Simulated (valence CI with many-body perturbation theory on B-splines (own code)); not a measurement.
## Missing levels of Ni XVI

Method: configuration interaction combined with many-body perturbation theory (CI+MBPT): three valence electrons over a frozen Dirac-Fock core [Ne], a basis of 11 s, 11 p, 9 d, 7 f, 5 g, 2 h, 1 i functions for each j, with the one-electron correlation potential Σ1, the two-electron term Σ2, the three-electron term Σ3, Breit, model QED; selected CI, second order for the rest (own B-spline code, finite nucleus).

No measured spectrum was set against this ion. As an estimate, levels of excited configurations hold to 0.05 to 0.15 % of their energy, terms of the ground configuration to about 0.5 %.

```tsv
Level	E (cm⁻¹)
3s2 3p 2P°_1/2	0
3s2 3p 2P°_3/2	27775
3s 3p2 4P_1/2	259390
3s 3p2 4P_3/2	271300
3s 3p2 4P_5/2	284890
3s 3p2 2D_3/2	?
3s 3p2 2D_5/2	?
3s 3p2 2S_1/2	417790
3s 3p2 2P_1/2	?
3s 3p2 2P_3/2	458230
3s2 3d 2D_3/2	?
3s2 3d 2D_5/2	543100
3p3 2D°_3/2	662750
3p3 2D°_5/2	?
3p3 4S°_3/2	?
3s 3p 3d 4F°_3/2	733850
3p3 2P°_1/2	739650
3s 3p 3d 4F°_5/2	739830
3p3 2P°_3/2	746430
3s 3p 3d 4F°_7/2	748680
```

Names give the largest LS component (configuration and term), which can be under half, so a name can repeat, a term be missing and a line seem to break the LS rules; names also repeat where a configuration has a term twice.

(1) The levels stand in rising order. What does the calculation give for the missing energies?

Answers

(1) 3s 3p2 2D_3/2 347070; 3s 3p2 2D_5/2 351230; 3s 3p2 2P_1/2 448470; 3s2 3d 2D_3/2 539840; 3p3 2D°_5/2 669960; 3p3 4S°_3/2 678600.
